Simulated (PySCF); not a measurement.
One of the candidates below gave these computed data.

All candidates are C7H6F3P.

* Dipole: 4.39 D [PBE0/pcSseg-1]
* 1H NMR: chemical shifts (computed TMS as zero) by class: 9.05 (1 H), 8.46 (1 H), 7.78 (1 H), 2.72 (3 H) ppm [GIAO PBE0/pcSseg-1]
* 13C NMR: chemical shifts (computed TMS as zero) by class: 166.7 (1 C), 163.9 (1 C), 151.5 (1 C), 140.0 (1 C), 136.1 (1 C), 135.4 (1 C), 27.7 (1 C) ppm [GIAO PBE0/pcSseg-1]
* NMR, other nuclei: isotropic shieldings of nuclei other than C and H, by class: 245 (3 F), 89 (1 P) ppm [GIAO PBE0/pcSseg-1]
* Rotational structure: rotational constants A, B, C: 2.144, 0.601, 0.513 GHz [GFN2-xTB]

Gas-phase values; electronic properties from PySCF, density fitting. Levels stand in brackets. Geometry: GFN2-xTB; no solvent, vibrations or thermal averaging. GFN2-xTB frequencies show an imaginary mode (30i cm⁻¹), so this geometry is no minimum at that level. NMR values are class means; diastereotopic atoms form classes of their own.

Question: Which candidate is it?
A. `Cc1ccc(C(F)(F)F)pc1`
B. `C=Cc1c[pH]cc1C(F)(F)F`
C. `Cc1cccc(C(F)(F)F)p1`

Answer: A. It is `Cc1ccc(C(F)(F)F)pc1`. Numbering: `[CH3:1][c:2]1[cH:3][cH:4][c:5]([C:6]([F:7])([F:8])[F:9])[p:10][cH:11]1`. 7 carbons fall into 7 classes; from least to most shielded: substituted aromatic carbon [C5] (166.7 ppm), aromatic CH carbon [C11] (163.9 ppm), substituted aromatic carbon [C2] (151.5 ppm), aromatic CH carbon [C4] (140.0 ppm), aromatic CH carbon [C3] (136.1 ppm), CF3 carbon [C6] (135.4 ppm), benzylic-type carbon [C1] (27.7 ppm). Hydrogen classes from least to most shielded: 1 H on an aromatic CH carbon, C11 (9.05 ppm), 1 H on an aromatic CH carbon, C4 (8.46 ppm), 1 H on an aromatic CH carbon, C3 (7.78 ppm), 3 H on a benzylic-type carbon, C1 (2.72 ppm, a mean of values up to 0.5 ppm apart in this geometry). The other shieldings belong to: 245 ppm, fluorine of a CF3 group [F7/F8/F9]; 89 ppm, phosphorus bonded to 2 C [P10]. By its constants the optimised geometry is an asymmetric top.

The others, at the same levels:
- `Cc1cccc(C(F)(F)F)p1` fails: its computed 13C shifts are 181.1 (1 C), 170.4 (1 C), 141.5 (1 C), 137.0 (1 C), 135.6 (1 C), 135.2 (1 C), 27.9 (1 C) ppm, 1H shifts are 8.34 (1 H), 8.19 (1 H), 7.97 (1 H), 2.99 (3 H) ppm and rotational constant A is 1.936 GHz (against 2.144 GHz).
- `C=Cc1c[pH]cc1C(F)(F)F` fails: its computed 13C shifts are 157.1 (1 C), 149.6 (1 C), 147.5 (1 C), 139.0 (1 C), 135.9 (1 C), 131.2 (1 C), 125.8 (1 C) ppm, 1H shifts are 7.60 (1 H), 7.21 (1 H), 7.14 (1 H), 6.20 (1 H), 5.69 (1 H), 5.33 (1 H) ppm and rotational constant A is 1.224 GHz (against 2.144 GHz).

Each candidate is one conformer, not necessarily the lowest. The conformers computed, where there is a choice (atom-mapped SMILES and torsion angles):
- `[CH3:1][c:2]1[cH:3][cH:4][c:5]([C:6]([F:7])([F:8])[F:9])[p:10][cH:11]1`: C4–C5–C6–F7 179°
- `[CH3:1][c:2]1[cH:3][cH:4][cH:5][c:6]([C:7]([F:8])([F:9])[F:10])[p:11]1`: C5–C6–C7–F8 59°
- `[CH2:1]=[CH:2][c:3]1[cH:4][pH:5][cH:6][c:7]1[C:8]([F:9])([F:10])[F:11]`: C1–C2–C3–C4 -27°, C6–C7–C8–F9 -114°
